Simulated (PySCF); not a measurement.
**NMR data sheet: trans-1,4-dimethylcyclohexane**

* Formula: C8H16
* SMILES: C[C@H]1CC[C@H](C)CC1
* InChI: InChI=1S/C8H16/c1-7-3-5-8(2)6-4-7/h7-8H,3-6H2,1-2H3/t7-,8-
* Point group of the computed structure: C2h
* Degrees of unsaturation: 1
* Carbon signals: 3
* Proton signals: 4

Bonds (- single, = double, # triple, : aromatic): C1-C2, C2-C3, C3-C4, C4-C5, C5-C6, C5-C7, C7-C8, C8-C2. C1 carries H9, H10, H11; C2 carries H12; C3 carries H13, H14; C4 carries H15, H16; C5 carries H17; C6 carries H18, H19, H20; C7 carries H21, H22; C8 carries H23, H24. Stereochemistry as in C[C@H]1CC[C@H](C)CC1. H13, H15, H22, H23 are cis to C1 on the ring; H14, H16, H21, H24 are trans to C1 on the ring.

Computed data (PySCF): structure optimised with GFN2-xTB, GIAO PBE0/pcSseg-1 shieldings. In vacuum, one conformer, one averaged value for each set of equivalent atoms, relativity neglected.

Chemical shifts δ = σref − σ; TMS for 1H (σref 31.72), 13C (σref 186.93), all at this level.

| carbon | δC, type | δH (multiplicity) | HMBC from (2–3 bonds) | span of the C tensor (ppm) |
| --- | --- | --- | --- | --- |
| C1/C6 | 25.2, CH3 | 0.96 (m) | H14/H15/H22/H24, H12/H17, H13/H16/H21/H23 | 44 |
| C2/C5 | 36.6, CH | 1.09 (m) | H14/H15/H22/H24, H9/H10/H11/H18/H19/H20, H13/H16/H21/H23 | 16 |
| C3/C4/C7/C8 | 39.0, CH2 | H13 0.88 (m); H14 1.71 (m) | H14/H15/H22/H24, H12/H17, H9/H10/H11/H18/H19/H20, H13/H16/H21/H23 | 22 |

1. Carbon types of the structure: 2 × CH, 4 × CH2, 2 × CH3, which accounts for all hydrogens.
2. δC 39.0: sp3 CH2 in a ring; aliphatic region, no heteroatom directly attached.
3. δC 36.6: sp3 CH in a ring; aliphatic region, no heteroatom directly attached.
4. δC 25.2: methyl carbon; saturated and bonded to C and H only.
5. δH 1.71, 0.88: hydrogen on an sp3 CH2 in a ring; far from electronegative atoms and π systems.
6. δH 0.96: hydrogen on a methyl carbon; far from electronegative atoms and π systems.

Shifts are as computed. Against solution values, carbons near 30 ppm lie about +3 ppm off and those near 130 ppm about +5 ppm. Of 1211 compounds with measured shifts, 218 miss one by over three times the rms of a fit or turn the order of signals round; such compounds aren't used in these exercises. Multiplicities follow the n + 1 count of equivalent neighbours, as no J values were calculated; m marks all less simple cases, F and P coupling included.
